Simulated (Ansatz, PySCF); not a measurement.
Molecule: dichloro(ethynyl)borane, C$_{2}$HBCl$_{2}$, net charge 0, singlet state. SMILES: C#CB(Cl)Cl
Structure (B3LYP-D3(BJ)/def2-TZVP (Ansatz, a first-principles code) minimum search):
```xyz
6

C      2.6767    -0.4806    -0.2009
C      1.4936    -0.2681    -0.1121
B      0.0176    -0.0032    -0.0013
Cl    -0.6291     1.5711    -0.4144
Cl    -1.0668    -1.2666     0.5418
H      3.7210    -0.6680    -0.2793
```

Wanted: atomisation energy, in kcal/mol. Terms: non-relativistic; valence correlation only; no dispersion term unless named; spin-orbit terms left out; UHF or UKS for open shells; six Cartesian d functions in 6-31G* and its kin unless marked 5d; LANL2DZ with its own core potentials from Na on; 6-311+G** with 5d, 6d on Na to Ar in Ansatz; atomisation electronic, to ground-state atoms. CBS marks a two-point X^-3 extrapolation of the correlation energy; Hartree-Fock from the larger set (for Q and 5 zeta extrapolated as (X+1)exp(-9√X)). First-principles rows: single points at B3LYP-D3(BJ) geometries (Ansatz).

Coupled cluster (Ansatz) is a level with limits of its own, used here on species with T1 under 0.025 (0.045 for open shells) and stable references: CCSD(T)/CBS(cc-pV(Q+d)Z,cc-pV(5+d)Z).

Value to compare with, CCSD(T)/CBS(cc-pV(Q+d)Z,cc-pV(5+d)Z) (Ansatz): 611.9 kcal/mol.

```json
[
 {"level": "HF/6-311+G**", "program": "Ansatz", "atomisation energy (kcal/mol)": "450.3", "difference": "-161.6"},
 {"level": "PBE/6-31G*", "program": "Ansatz", "atomisation energy (kcal/mol)": "636.6", "difference": "24.7"},
 {"level": "B3LYP/LANL2DZ", "program": "Ansatz", "atomisation energy (kcal/mol)": "558.1", "difference": "-53.8"},
 {"level": "B3LYP/6-31G*", "program": "Ansatz", "atomisation energy (kcal/mol)": "603.5", "difference": "-8.4"},
 {"level": "B3LYP/6-31+G*", "program": "Ansatz", "atomisation energy (kcal/mol)": "596.4", "difference": "-15.5"},
 {"level": "B3LYP/6-31G**", "program": "Ansatz", "atomisation energy (kcal/mol)": "604.7", "difference": "-7.2"},
 {"level": "PBE0/6-311+G**", "program": "Ansatz", "atomisation energy (kcal/mol)": "617.2", "difference": "5.3"},
 {"level": "MP2/LANL2DZ", "program": "Ansatz", "atomisation energy (kcal/mol)": "513.4", "difference": "-98.5"},
 {"level": "B3PW91/6-31G* (5d)", "program": "PySCF", "atomisation energy (kcal/mol)": "613.0", "difference": "1.1"},
 {"level": "PBE/def2-TZVPD", "program": "Ansatz", "atomisation energy (kcal/mol)": "637.8", "difference": "25.9"}
]
```

Among the 9 habitual levels, HF/6-311+G** lies farthest from CCSD(T)/CBS(cc-pV(Q+d)Z,cc-pV(5+d)Z) (Ansatz) (-161.6 kcal/mol) and B3PW91/6-31G* (5d) nearest (1.1); 3 of 9 lie above it, and their mean absolute difference is 41.8 kcal/mol, the median 15.5. One case shows no general order.

The levels are drawn from those run, B3LYP/6-31G* more often than the rest, none by its result; left out are runs that failed, that the program found above a lower state of the same kind, or whose <S^2> lies over 0.5 above the pure value.
